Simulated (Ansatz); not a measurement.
Ansatz (a program for electronic structure) input:

Ansatz 0.2 input:
```yaml
crystal:
  periodic: [false, false, false]
  atoms:
    - {symbol: Cu, position_ang: [0.00000000, 0.00000000, 0.00000000]}
    - {symbol: Br, position_ang: [0.00000000, 0.00000000, 2.29911170]}
    - {symbol: Br, position_ang: [-0.00000000, -0.00000000, -2.29911170]}
basis:
  gaussian:
    orbitals: def2-TZVPD
hamiltonian:
  xc: {name: B3LYP}
total_charge: -1
output: {forces: true}
```

Task: Which total energy does the run end on?

Result: -6789.17403 Eh (B3LYP/def2-TZVPD). The basis has 162 functions.
